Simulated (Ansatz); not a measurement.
Species: sum formula SiPH$_{5}$ (charge 0, singlet). 
Geometry from a B3LYP-D3(BJ)/def2-TZVP (Ansatz, a program for electronic structure) optimisation:
SMILES: [SiH3]P
```xyz
7

Si    -1.0725     0.0867     0.2119
P      1.1233    -0.0680    -0.3324
H     -1.8171    -0.8926    -0.6134
H     -1.5318     1.4532    -0.1291
H     -1.3565    -0.1741     1.6427
H      1.3129    -1.2974     0.3513
H      1.5580     0.7172     0.7672
```

Basis-set convergence of Hartree-Fock and CCSD correlation energies (hartree) with Ansatz. Cores are frozen in the correlated levels unless marked. Spin-orbit coupling is left out. Non-relativistic.

```tsv
basis	functions	E(HF)	E(corr, CCSD)
cc-pV(D+d)Z	71	-632.58416	-0.28167
cc-pV(T+d)Z	148	___	___
```

Task: What belongs in the gaps?

Result: 
- cc-pV(T+d)Z, E(HF): -632.60995
- cc-pV(T+d)Z, E(corr, CCSD): -0.33875
